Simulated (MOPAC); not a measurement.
MOPAC input (PM7):

```
PM7 1SCF UHF MS=0.5 GEO-OK AUX(PRECISION=9) THREADS=1
BrMg

Mg   -0.00000000 1   -0.00000000 1   -1.77413300 1
Br    0.00000000 1    0.00000000 1    0.60827400 1
```

Output:

```
 *******************************************************************************
 **                                                                           **
 **                              MOPAC v23.2.5                                **
 **                                                                           **
 *******************************************************************************
 ** MOPAC's Digital Object Identifier: https://doi.org/10.5281/zenodo.6511958 **
 **                                                                           **
 ** Please cite the open-source release paper for use of this MOPAC version:  **
 ** J. E. Moussa and J. J. P. Stewart (2026)                                  **
 ** MOPAC: An open-source semiempirical molecular orbital program             **
 ** J. Open Source Softw., 11(119), 8025, https://doi.org/10.21105/joss.08025 **
 *******************************************************************************

                              PM7 CALCULATION RESULTS

 *******************************************************************************
 *  PM7        - The PM7 Hamiltonian to be used
 *  GEO-OK     - OVERRIDE INTERATOMIC DISTANCE AND OTHER SAFETY CHECKS
 *  UHF        - UNRESTRICTED HARTREE-FOCK CALCULATION
 *  MS=        - IN MECI, MAGNETIC COMPONENT OF SPIN =  0.5
 *  1SCF       - DO 1 SCF AND THEN STOP
 *  AUX        - OUTPUT AUXILIARY INFORMATION
 *******************************************************************************
PM7 1SCF UHF MS=0.5 GEO-OK AUX(PRECISION=9) THREADS=1
 BrMg

   ATOM   CHEMICAL          X               Y               Z
  NUMBER   SYMBOL      (ANGSTROMS)     (ANGSTROMS)     (ANGSTROMS)

     1      Mg         -0.00000000  *  -0.00000000  *  -1.77413300  *
     2      Br          0.00000000  *   0.00000000  *   0.60827400  *

          CARTESIAN COORDINATES

    NO.       ATOM           X           Y           Z

     1        Mg         -0.0000     -0.0000     -1.7741
     2        Br          0.0000      0.0000      0.6083

 General Reference for PM7:
 "Optimization of Parameters for Semiempirical Methods VI: More Modifications to the
 NDDO Approximations and Re-optimization of Parameters", J. J. P. Stewart, J. Mol. Mod., 1:32, 19 (2013)
 https://link.springer.com/article/10.1007/s00894-012-1667-x

           Empirical Formula: Mg Br  =     2 atoms

      MOLECULAR POINT GROUP   :   C*v

          UHF CALCULATION, NO. OF ALPHA ELECTRONS =    5
                           NO. OF BETA  ELECTRONS =    4

 -------------------------------------------------------------------------------
 PM7 1SCF UHF MS=0.5 GEO-OK AUX(PRECISION=9) THREADS=1
 BrMg

     1SCF WAS SPECIFIED, SO BFGS WAS NOT USED
     SCF FIELD WAS ACHIEVED

                              PM7 CALCULATION
                                                       MOPAC v23.2.5 Linux

          FINAL HEAT OF FORMATION =         41.54241 KCAL/MOL =     173.81344 KJ/MOL

          COSMO AREA              =         85.34 SQUARE ANGSTROMS
          COSMO VOLUME            =         68.43 CUBIC ANGSTROMS

          IONIZATION POTENTIAL    =          6.421381 EV
          ALPHA SOMO LUMO (EV)    =         -6.421 -1.500
          BETA  SOMO LUMO (EV)    =         -9.375 -0.079
          NO. OF ALPHA ELECTRONS  =          5
          NO. OF BETA  ELECTRONS  =          4
          MOLECULAR WEIGHT        =        104.2090         POINT GROUP:  C*v

          MOLECULAR DIMENSIONS (Angstroms)

            Atom       Atom       Distance
           Br     2   Mg     1     2.38241
           Br     2   Mg     1     0.00000
           Mg     1   Br     2     0.00000

          SCF CALCULATIONS        =          1

   ATOM   CHEMICAL          X               Y               Z
  NUMBER   SYMBOL      (ANGSTROMS)     (ANGSTROMS)     (ANGSTROMS)

     1      Mg         -0.00000000  *  -0.00000000  *  -1.77413300  *
     2      Br          0.00000000  *   0.00000000  *   0.60827400  *

                             CARTESIAN COORDINATES

   1   Mg       -0.000000000    -0.000000000    -1.774133000
   2   Br        0.000000000     0.000000000     0.608274000

           Empirical Formula: Mg Br  =     2 atoms

      MOLECULAR POINT GROUP   :   C*v

          ALPHA EIGENVALUES
 -24.77243 -11.10482  -9.43084  -9.39014  -6.42138  -1.49984  -1.06770   2.00345
 267.94358 268.00207 268.03851 268.46140 268.46254

           BETA EIGENVALUES
 -24.82516 -10.95575  -9.41396  -9.37492  -0.07880   0.18402   2.48548   2.90334
 267.47805 267.61014 267.70694 268.39002 268.39347

              NET ATOMIC CHARGES AND DIPOLE CONTRIBUTIONS

  ATOM NO.   TYPE          CHARGE      No. of ELECS.   s-Pop       p-Pop       d-Pop
    1         Mg           0.444487        1.5555     0.34862     1.20689
    2         Br          -0.444487        7.4445     1.94991     5.49390     0.00068
 DIPOLE           X         Y         Z       TOTAL
 POINT-CHG.     0.000     0.000    -5.086     5.086
 HYBRID        -0.000    -0.000    -1.650     1.650
 SUM           -0.000    -0.000    -6.737     6.737

          ATOMIC ORBITAL ELECTRON POPULATIONS

     Atom    s        px        py        pz      x^2-y^2     xz        z^2       yz        xy
    1 Mg   0.34862   1.00388   0.02867   0.17434
    2 Br   1.94991   1.99598   1.97126   1.52667   0.00000   0.00014   0.00046   0.00008   0.00000

                    (SZ)    =    0.500000
                    (S**2)  =    0.760848

          ATOMIC ORBITAL SPIN POPULATIONS

    Atom   Total    s     px     py     pz   x^2-y^2  xz     z^2    yz     xy
         Atomic
    1 Mg  1.0821  0.036  0.996  0.010  0.040
    2 Br -0.0821 -0.000  0.004 -0.010 -0.076  0.000  0.000  0.000 -0.000  0.000

 **********************
 *                    *
 * JOB ENDED NORMALLY *
 *                    *
 **********************

 == MOPAC DONE ==
```

The geometry given is a B3LYP-D3(BJ)/def2-TZVP minimum.
